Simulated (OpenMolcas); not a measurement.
# Ionisation energies of rhodium

```json
{
  "Program": "OpenMolcas 26.06",
  "Basis": "ANO-RCC-VQZP [8s7p5d3f2g1h]",
  "Scalar Hamiltonian": "DKH2, point nucleus",
  "Spin-orbit coupling": "state interaction with AMFI integrals over the reference wave functions, term energies averaged over their components"
}
```

Active shells in each charge state: the valence d, s shells, with orbitals averaged over the low states. Where CASPT2's correlated closed shells are named, they are those of the first ion.

A. CASSCF
B. SS-CASPT2, IPEA 0.25 Eh, imaginary shift 0.1 Eh (closed shells correlated: 4s 4p)
C. MS-CASPT2, IPEA 0.25 Eh, imaginary shift 0.1 Eh (closed shells correlated: 4s 4p)
D. SS-CASPT2, IPEA 0 Eh, imaginary shift 0.1 Eh (closed shells correlated: 4s 4p)
E. MS-CASPT2, IPEA 0 Eh, imaginary shift 0.1 Eh (closed shells correlated: 4s 4p)

Energies in eV between the lowest computed levels, named as in B; reference values from the NIST Atomic Spectra Database with their kind.

| From | To | A | B | C | D | E | Spin-orbit share in B | Reference |
| --- | --- | --- | --- | --- | --- | --- | --- | --- |
| Rh 4d8 5s 4F 9/2 | Rh+ 4d8 3F4 | 6.014 | 7.450 | 7.450 | 7.552 | 7.552 | +0.003 | 7.459 (measured) |
| Rh+ 4d8 3F4 | Rh2+ 4d7 4F 9/2 | 16.205 | 18.091 | 18.091 | 18.033 | 18.033 | -0.023 | 18.080 (semi-empirical) |

Error against the reference values, in %:

| From | Reference | A | B | C | D | E |
| --- | --- | --- | --- | --- | --- | --- |
| Rh | measured | -19.4 | -0.1 | -0.1 | +1.2 | +1.2 |
| Rh+ | semi-empirical | -10.4 | +0.1 | +0.1 | -0.3 | -0.3 |

Absolute error against the one measured value: A 1.44 eV, B 0.01 eV, C 0.01 eV, D 0.09 eV, E 0.09 eV.

The lowest level within the active space need not be the ion's true ground level.
